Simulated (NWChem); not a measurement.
System: PbHOF, singlet; SMILES [Pb]([F])[OH]

The following NWChem deck was run.

```
start job
memory heap 200 mb stack 900 mb global 1100 mb
geometry units angstroms noautoz
  Pb     0.291751     0.055623     0.000000
  F     -1.113682    -1.457731     0.000000
  O     -1.165205     1.557141     0.000000
  H     -2.051716     1.169437     0.000000
end
basis spherical
  * library def2-svp
end
ecp
  Pb library def2-ecp
end
dft
  xc xperdew91 perdew91
  iterations 150
  mulliken
end
task dft energy
```

Low-valent species are run as closed-shell singlets; no triplet was tried in these runs. Coordinates come from a PBE0/def2-SVP optimisation. def2 effective core potentials on Pb; no spin-orbit coupling.

### Question
Give the results of this calculation. (PW91/def2-SVP with def2 effective core potentials on Pb.) Quantities: energy (Ha); highest occupied level (eV); orbital gap (eV); dipole (D).

### Answer
```yaml
energy (Ha): -368.51
highest occupied level (eV): -6.55
orbital gap (eV): 3.64
dipole (D): 2.37
```
